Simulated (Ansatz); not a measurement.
A structure relaxed at PBE0-D4/def2-SVP in Ansatz, charge 0, singlet:

```tsv
atom	x (Å)	y (Å)	z (Å)
Sn1	-1.000	-0.918	0.902
Sn2	0.795	1.074	1.921
Sn3	-0.385	-2.084	-1.680
Sn4	1.441	-0.102	-0.721
H5	-0.465	2.163	1.287
H6	-0.386	-0.134	-1.709
```

Problem. Give its formula.

Solution. the cluster Sn₄H₂.

Problem. Summarise the bond lengths by kind (pairs closer than 1.2 times the sum of covalent radii, bridged metal pairs left out).

Solution. 5 × Sn–Sn 2.86 to 3.04 Å; 2 × H–Sn 1.78 to 1.95 Å.

In the def2 sets Sn takes a core potential; there is no spin–orbit coupling. Another isomer (singlet) lies 0.03 eV lower at PBE-D4/def2-TZVP; other spin states weren't run for this one.
